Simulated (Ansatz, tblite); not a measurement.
Removing and adding an electron: the cluster Ge₄Te₃ (the lowest singlet isomer of a short search). Charge 0, multiplicity 1. Geometry: PBE0-D4/def2-SVP. Ansatz, gas phase; energy differences of separate SCF runs; the oxidised species was run as a doublet alone; the reduced species was run as a doublet alone.

```
atom   x (Å)   y (Å)   z (Å)
 Ge1  -0.964   0.555  -2.112
 Ge2  -0.922   0.418   2.542
 Ge3  -0.693   1.602   0.327
 Ge4   1.206  -1.656  -0.023
 Te5   1.591   0.685   1.439
 Te6  -1.570  -1.077   0.271
 Te7   1.353  -0.527  -2.444
```

In the def2 sets Te takes a core potential; there is no spin–orbit coupling. The xTB rows come from tblite. The structure comes from a short search, and lower isomers may exist.

| level | −HOMO (eV) | vertical IE (eV) | −LUMO (eV) | vertical EA (eV) | HOMO–LUMO gap (eV) | IE − EA (eV) | remarks |
| --- | --- | --- | --- | --- | --- | --- | --- |
| GFN1-xTB | 9.09 | 10.95 | 7.72 | – | 1.37 | – | – |
| GFN2-xTB | 8.13 | 10.86 | 6.59 | 3.84 | 1.53 | 7.03 | – |
| PBE-D4/def2-SVP | 4.93 | 6.98 | 3.50 | 1.54 | 1.44 | 5.45 | HOMO above zero (-1 doublet) |
| PBE0-D4/def2-SVP | 5.75 | 7.19 | 3.02 | 1.68 | 2.74 | 5.51 | – |

   A HOMO above zero means that the electron is unbound at that level or that self-interaction error raises the level; the energy of removing that electron tells which. Raw xTB energy differences between charge states are shifted by several eV; the methods need an empirical correction for them. Sets without diffuse functions give affinities that are too small.
